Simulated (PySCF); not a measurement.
Species: CH₇Al₂Cl₂N.
Numbering: `[CH3:1][NH:2][AlH-:3]1[Cl+:4][AlH2-:5][Cl+:6]1` (hydrogens: H7, H8, H9 on C1; H10 on N2; H11 on Al3; H12, H13 on Al5)

Cartesian coordinates in Å at the PBE0-D3(BJ)/def2-SVP level; atoms count from 1:
```xyz
13
CH7Al2Cl2N angstrom
C     -2.4285   -1.0848   -0.2755
N     -1.0428   -0.8091    0.0306
Al    -0.0977    0.5811   -0.5304
Cl     0.9411    1.6511    1.2680
Al     3.0244    0.9723    0.5559
Cl     2.0131   -0.1043   -1.2211
H     -2.8272   -0.3178   -0.9592
H     -3.0774   -1.0786    0.6201
H     -2.5697   -2.0595   -0.7780
H     -0.6402   -1.5028    0.6528
H     -0.6610    1.6596   -1.5254
H      3.8121    2.2212    0.0026
H      3.5527   -0.1261    1.5582
```

Computed, not measured: core-valence-separated Tamm–Dancoff BHandHLYP/aug-pcX-1 (pcseg-1 on H, def2-SVPD on Cl, def2-SVPD on Al) in PySCF, non-relativistic, gas phase, PBE0-D3(BJ)/def2-SVP geometry. BHandHLYP without relativity tends to put these K edges a few eV too low, so spacings mean more than positions.

Give energies, oscillator strengths and core holes at the C K edge.

```csv
E (eV),f,core hole on,main final orbital
285.98,0.0089,C1,LUMO+1 (62 %)
286.71,0.0164,C1,LUMO+2 (36 %)
286.75,0.0185,C1,LUMO (39 %)
286.91,0.0240,C1,spread
287.27,0.0161,C1,LUMO+8 (39 %)
287.85,0.0073,C1,spread
287.95,0.0018,C1,LUMO+3 (38 %)
```

The first line with a tenth or more of the strongest one's intensity is at 285.98 eV (f = 0.009), with the hole on C1 (N-methyl carbon). The strongest listed is at 286.91 eV (f = 0.024; C1).

List the nitrogen K-edge absorption lines.

```csv
E (eV),f,core hole on,main final orbital
398.95,0.0100,N2,LUMO+1 (46 %)
399.20,0.0167,N2,LUMO (63 %)
399.89,0.0080,N2,LUMO+2 (33 %)
400.11,0.0150,N2,spread
400.84,0.0007,N2,LUMO+4 (36 %)
400.94,0.0060,N2,LUMO+3 (45 %)
401.17,0.0013,N2,LUMO+5 (68 %)
```

The first line with a tenth or more of the strongest one's intensity is at 398.95 eV (f = 0.010), with the hole on N2 (nitrogen bonded to Al, C and H). The strongest listed is at 399.20 eV (f = 0.017; N2).

Roots within 0.03 eV whose holes lie on the same, on equivalent or on shared atoms are summed into one line, and the highest roots are left out, as the search may have cut off their partners. Final orbitals are the ground state's empty Kohn–Sham orbitals.

What are the wavelength and the wavenumber of the 286.75 eV line?

λ = 12398.42 eV Å/286.75 eV = 43.238 Å; 2.3128 × 10⁶ cm⁻¹.

The ionisation thresholds weren't computed; near and above them a finite basis only mimics Rydberg series and continuum.

Hardware: one thread of an Arm Neoverse V1, shared host. Cost: 16 s of wall time.

One conformer stands for the species.
